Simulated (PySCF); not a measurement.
## Peak assignment

Molfile (atoms numbered from 1):
```
C6H9NO2
     RDKit          3D

 18 17  0  0  0  0  0  0  0  0999 V2000
   -2.9939    0.3512   -0.2097 C   0  0  0  0  0  0  0  0  0  0  0  0
   -1.5096    0.3529   -0.5477 C   0  0  0  0  0  0  0  0  0  0  0  0
   -0.6592    0.3906    0.7189 C   0  0  0  0  0  0  0  0  0  0  0  0
    0.7363    0.4537    0.4099 O   0  0  0  0  0  0  0  0  0  0  0  0
    1.3477   -0.6880    0.1205 C   0  0  0  0  0  0  0  0  0  0  0  0
    0.8327   -1.7699    0.0893 O   0  0  0  0  0  0  0  0  0  0  0  0
    2.8314   -0.4378   -0.1534 C   0  0  0  0  0  0  0  0  0  0  0  0
    3.5042   -0.2358    1.1048 C   0  0  0  0  0  0  0  0  0  0  0  0
    4.0254   -0.0781    2.1086 N   0  0  0  0  0  0  0  0  0  0  0  0
   -3.2433   -0.5133    0.4004 H   0  0  0  0  0  0  0  0  0  0  0  0
   -3.2651    1.2505    0.3383 H   0  0  0  0  0  0  0  0  0  0  0  0
   -3.5852    0.3118   -1.1204 H   0  0  0  0  0  0  0  0  0  0  0  0
   -1.2658    1.2214   -1.1633 H   0  0  0  0  0  0  0  0  0  0  0  0
   -1.2585   -0.5476   -1.1116 H   0  0  0  0  0  0  0  0  0  0  0  0
   -0.8612    1.2909    1.3024 H   0  0  0  0  0  0  0  0  0  0  0  0
   -0.8484   -0.4985    1.3284 H   0  0  0  0  0  0  0  0  0  0  0  0
    2.9462    0.4598   -0.7639 H   0  0  0  0  0  0  0  0  0  0  0  0
    3.2574   -1.3075   -0.6575 H   0  0  0  0  0  0  0  0  0  0  0  0
  1  2  1  0
  2  3  1  0
  3  4  1  0
  4  5  1  0
  5  6  2  0
  5  7  1  0
  7  8  1  0
  8  9  3  0
  1 10  1  0
  1 11  1  0
  1 12  1  0
  2 13  1  0
  2 14  1  0
  3 15  1  0
  3 16  1  0
  7 17  1  0
  7 18  1  0
M  END
```

All values are calculated (PySCF): NMR shieldings at PBE0/pcSseg-1/GIAO, structure optimised with GFN2-xTB. One averaged value for each set of equivalent atoms, a single conformation, non-relativistic Hamiltonian, gas phase.

References, each an isolated molecule treated in the same way: TMS for $^{13}$C and $^{1}$H.

(1) Assign these signals to the numbered atoms. $^{13}$C{$^{1}$H} NMR (computed): δ 170.1, 118.5, 71.4, 26.5, 25.7, 10.9.

(2) Assign these signals to the numbered atoms. $^{1}$H NMR (400 MHz, computed): δ 4.26 (t, 2H), 3.12 (s, 2H), 1.73 (m, 2H), 0.95 (t, 3H).

## Answers

(1) 
| δ (ppm) | atoms | environment | reason |
| --- | --- | --- | --- |
| 170.1 | C5 | ester carbonyl carbon | it is a carbonyl in resonance with an O or N lone pair, the region of acids, esters and amides |
| 118.5 | C8 | nitrile carbon | typical of a nitrile |
| 71.4 | C3 | sp3 CH2 bonded to O | the inductive effect lowers its shielding |
| 26.5 | C7 | sp3 CH2 α to a carbonyl | the adjacent C=O deshields it moderately |
| 25.7 | C2 | sp3 CH2 | saturated and bonded to C and H only |
| 10.9 | C1 | methyl carbon | saturated and bonded to C and H only |

C7 and C2 lie closer than the usual error of such a calculation, so a measured spectrum could show them in the other order.

(2) 
| δ (ppm) | atoms | environment | reason |
| --- | --- | --- | --- |
| 4.26 | H15/H16 | hydrogen on an sp3 CH2 bonded to O | its carbon carries O, hence the downfield position |
| 3.12 | H17/H18 | hydrogen on an sp3 CH2 α to a carbonyl | α to C=O |
| 1.73 | H13/H14 | hydrogen on an sp3 CH2 | – |
| 0.95 | H10/H11/H12 | hydrogen on a methyl carbon | far from electronegative atoms and π systems |

Shifts are as computed. Against solution values, carbons near 30 ppm lie about +3 ppm off and those near 130 ppm about +5 ppm. Of 1313 compounds with measured shifts, 239 miss one by over three times the rms of a fit or turn the order of signals round; such compounds aren't used in these exercises. Multiplicities follow the n + 1 count of equivalent neighbours, as no J values were calculated; m marks all less simple cases, F and P coupling included.
